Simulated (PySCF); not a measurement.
SMILES C#C[Si](F)(F)F (C2HF3Si), PBE0/def2-SVP optimised geometry.

```
7

C     -1.63    -2.24    -2.39
C     -1.20    -1.65    -1.43
Si    -0.55    -0.76     0.00
F     -1.04     0.76     0.00
F      1.04    -0.76     0.00
F     -1.04    -1.43     1.36
H     -2.02    -2.77    -3.24
```

Density from PBE0/def2-TZVP run with PySCF at that geometry.

Minimum of the electron density along straight lines between bonded atoms, close to the bond critical point (lines longer than 1.1 times the sum of covalent radii, or with two minima, are not listed):

```
bond    length / Å  ρ at the minimum / e bohr⁻³  ∇²ρ there / e bohr⁻⁵  position (fraction from the first atom)
------  ----------  ---------------------------  --------------------  ---------------------------------------
C1–C2        1.215                          [?]                   [?]                                     0.53
C2–Si3       1.799                        0.132                  0.31                                     0.61
Si3–F4       1.596                        0.142                  0.99                                     0.42
Si3–F5       1.596                        0.142                  0.99                                     0.42
Si3–F6       1.596                        0.142                  0.99                                     0.42
C1–H7        1.077                          [?]                 -1.07                                     0.67
```

What belongs in the gaps?


- C1–C2, ρ at the minimum / e bohr⁻³: 0.414
- C1–C2, ∇²ρ there / e bohr⁻⁵: -1.24
- C1–H7, ρ at the minimum / e bohr⁻³: 0.285
